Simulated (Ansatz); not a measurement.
A made-up structure of MgBH₃Te, singlet:

```
atom    x (Å)    y (Å)    z (Å)
  B1  -1.2799   0.5259  -1.1578
 Mg2   0.2076   0.1115   0.5094
 Te3   1.9366  -0.3688   2.4530
  H4   1.2725  -1.2216   0.7265
  H5  -2.1169   1.3852  -1.0890
  H6   2.5511  -1.5610   1.4720
```

It is relaxed with PBE-D4/def2-SVP and then PBE0-D4/def2-TZVP (Ansatz 0.2.0). Atoms count as bonded within 1.22 times the sum of their covalent radii (H–H: 0.88 Å). The end point is not checked to be a true minimum.

Problem. Does its bonding change? (A judgement: the text doesn't fix the answer.)

Solution. Computed: Yes. Formed: B1–H4; broken: Mg2–H4, Te3–H4.

Where it ends: The first stage lowers the energy by 4.90 eV in 27 steps. It ends as MgBH₃Te ([BH2][Mg][TeH]):
B1  (-0.836, 0.025, -0.781)
Mg2  (0.630, 0.054, 0.955)
Te3  (2.340, 0.082, 2.973)
H4  (-0.858, -0.850, -1.604)
H5  (-1.658, 0.883, -0.960)
H6  (2.953, -1.322, 2.330)
(Å)

Labels in which every atom is bracketed show which atoms are joined, not bond orders.

For scale, one of the runs: PBE0-D4/def2-TZVP relaxation, 131 basis functions, launched by `ansatz run in.yaml --threads 2 --pin off --events-out ev --progress --plain --max-ram 4352MiB`. Hardware: 2 CPU threads of an Arm Neoverse V2, shared host. Wall time about 14 s.
